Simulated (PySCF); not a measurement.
## Si3H5ClO3

The system: Si3H5ClO3, a molecule; neutral, singlet. The structure was relaxed in the gas phase by PBE0-D3(BJ)/def2-SVP. No frequency run checks that it is a minimum.

SMILES: Cl[SiH]1O[SiH2]O[SiH2]O1

```
atom   x (Å)   y (Å)   z (Å)
  O1  -0.764   1.267   0.447
 Si2   0.489   1.586  -0.610
  O3   1.281   0.147  -0.868
 Si4   1.069  -1.389  -0.271
  O5  -0.256  -1.335   0.743
 Si6  -1.387  -0.160   0.993
 Cl7  -3.066  -0.615  -0.099
  H8   1.407   2.562   0.028
  H9  -0.053   2.091  -1.896
 H10   2.256  -1.793   0.523
 H11   0.806  -2.324  -1.393
 H12  -1.744  -0.066   2.419
```

Shieldings: GIAO PBE0/pcSseg-1. Shifts are against computed references at the same level: H TMS (σ 31.27 ppm), Si TMS (σ 352.0 ppm). Core levels by delta-SCF with SCAN, pcX-2 on the ionised atom and pcseg-1 elsewhere, spin-free X2C (2p3/2 is the spin-free 2p value less a third of a first-order spin-orbit splitting); from the vacuum level, for chosen atoms.

Task: Give the NMR and core-level values of the distinct atoms.

Result: 
```json
{"atoms": "O1 O5", "bonded to": "2 Si", "σ (ppm)": "223.8", "δ (ppm)": "-", "core level (eV)": "1s 538.45"}
{"atoms": "Si2 Si4", "bonded to": "2 O + 2 H", "σ (ppm)": "382.9", "δ (ppm)": "-30.9", "core level (eV)": "2p3/2 108.49"}
{"atoms": "O3", "bonded to": "2 Si", "σ (ppm)": "250.9", "δ (ppm)": "-", "core level (eV)": "1s 538.36"}
{"atoms": "Si6", "bonded to": "1 Cl + 2 O + 1 H", "σ (ppm)": "391.2", "δ (ppm)": "-39.2", "core level (eV)": "2p3/2 108.94"}
{"atoms": "Cl7", "bonded to": "1 Si", "σ (ppm)": "842.4", "δ (ppm)": "-", "core level (eV)": "2p3/2 206.14"}
{"atoms": "H8 H10", "bonded to": "1 Si", "σ (ppm)": "26.09", "δ (ppm)": "5.17", "core level (eV)": "-"}
{"atoms": "H9 H11", "bonded to": "1 Si", "σ (ppm)": "26.03", "δ (ppm)": "5.24", "core level (eV)": "-"}
{"atoms": "H12", "bonded to": "1 Si", "σ (ppm)": "26.06", "δ (ppm)": "5.20", "core level (eV)": "-"}
```

Values are those of this one static structure; atoms that internal rotation interchanges would show their mean in an NMR spectrum.

Task: Which of Si2, Si6 holds its core electrons tightest, and by how much against the loosest?

Result: Si6 (bonded to 1 Cl + 2 O + 1 H), by 0.45 eV over Si2 (bonded to 2 O + 2 H).

Task: By CAM-B3LYP/def2-SVPD (TDDFT singlets, Tamm-Dancoff triplets, ionisation by delta-SCF), where does absorption start, and what does vertical ionisation take?

Result: The lowest singlet lies at 7.67 eV (f 0.004), the strongest of the first 6 at 8.71 eV (f 0.088), the lowest triplet at 7.27 eV; vertical ionisation takes 11.00 eV.
